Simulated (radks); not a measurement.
Task: Species: Fe+. Configuration: [Ar] 3d6 4s1 (the NIST ground configuration). Method: Dirac Kohn-Sham, LDA (Slater exchange, Perdew-Wang correlation), spin-unpolarised, spherical densities, finite nucleus; open shells fill j = l - 1/2 first; Fermi nuclear charge, rms radius 3.7377 fm; computed with a radial shooting solver on a logarithmic mesh with Libxc functionals. Some entries of the table are withheld. Estimate them.

orbital,occ.,eigenvalue (eV),<r> (bohr)
1s1/2,2,-6990.280,0.05855
2s1/2,2,-826.0416,0.2674
2p1/2,2,(1),0.2337
2p3/2,4,(2),0.2368
3s1/2,2,-102.0578,(3)
3p1/2,2,(4),(5)
3p3/2,4,(6),(7)
3d3/2,4,(8),1.110
3d5/2,2,(9),1.115
4s1/2,1,-12.6212,2.686

Result: 
(1) 2p1/2 eigenvalue (eV): -714.5028
(2) 2p3/2 eigenvalue (eV): -702.0516
(3) 3s1/2 <r> (bohr): 0.8126
(4) 3p1/2 eigenvalue (eV): -69.5316
(5) 3p1/2 <r> (bohr): 0.8527
(6) 3p3/2 eigenvalue (eV): -67.9810
(7) 3p3/2 <r> (bohr): 0.8623
(8) 3d3/2 eigenvalue (eV): -16.3355
(9) 3d5/2 eigenvalue (eV): -16.1803
